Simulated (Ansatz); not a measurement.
Two isomers of C2H3FGe: A = `FC#[C][GeH3]`, B = `F[C]1=[CH][GeH2]1`.

Gas-phase electronic energies from Ansatz, PBE0-D4/def2-TZVP geometries. CBS: MP2 limit from def2 TZ/QZ plus the TZ coupled-cluster correction, frozen cores. DFT in def2-TZVPP. B3LYP here is the variant with VWN-RPA as its local correlation; programs differ in this. For Ge outer-core shells are correlated without core-valence functions, which leaves a few kJ/mol of doubt a bond. Scalar relativity is left out up to krypton.

Q: Which isomer does CCSD(T)/CBS put lower? Give the gap. (Estimate.)

A: Computed: B, by 0.1 kcal/mol. So small a gap doesn't settle the order.

Q: Give E(B) − E(A) in kcal/mol with r2SCAN-D4, LDA (SPW92), MP2/def2-TZVPP, CCSD(T)/def2-TZVPP, CCSD/def2-TZVPP, B3LYP, HF/def2-TZVPP. (Estimate.)

A: Computed: r2SCAN-D4 -2.7, LDA (SPW92) -6.9, MP2/def2-TZVPP 2.0, CCSD(T)/def2-TZVPP 1.7, CCSD/def2-TZVPP 2.9, B3LYP 1.4, HF/def2-TZVPP 8.5. The order is the other way round with MP2/def2-TZVPP, CCSD(T)/def2-TZVPP, CCSD/def2-TZVPP, B3LYP, HF/def2-TZVPP.

Q: Does the order hold for the free energy at 298.15 K (harmonic terms from PBE0-D4)? (Estimate.)

A: Computed: No: G(B) − G(A) = +1.5 kcal/mol.

Largest T1 diagnostic: 0.014.

From PBE to PBE0 (25 % exact exchange), in def2-TZVPP and without D4, E(B) − E(A) moves by +1.0 kcal/mol. Leaving LDA and LC-ωPBE aside and taking each functional with its dispersion term where it has one, the values, not all of them listed here, spread over 6.7 kcal/mol, from PBE-D4 to BHLYP-D4. LDA lies −2.9 kcal/mol from PBE without D4.
